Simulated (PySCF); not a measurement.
Input for PySCF:
```python
from pyscf import gto, scf, dft

mol = gto.Mole()
mol.atom = '''
    F    -1.75854617   -0.86921053    0.20925575
    As    0.07555063   -0.21534643    0.07876260
    F     1.94209977    0.34601691   -0.01789853
    F    -0.46057259    1.31279719   -0.48015343
'''
mol.basis = 'sto-3g'
mol.spin = 2
mol.verbose = 4
mol.build()

mf = dft.UKS(mol)
mf.xc = 'b3lyp'
mf.kernel()
mf.analyze()
```

Problem. What does this run give for the <S^2>, nuclear repulsion energy, number of basis functions, HOMO energy, dipole moment?

Solution. 
- <S^2> = 2.019
- nuclear repulsion energy = 296.3788 Eh
- number of basis functions = 33
- HOMO energy = -2.42 eV
- dipole moment = 0.19 D

These values belong to the state on which the SCF converged, which isn't shown to be the lowest.
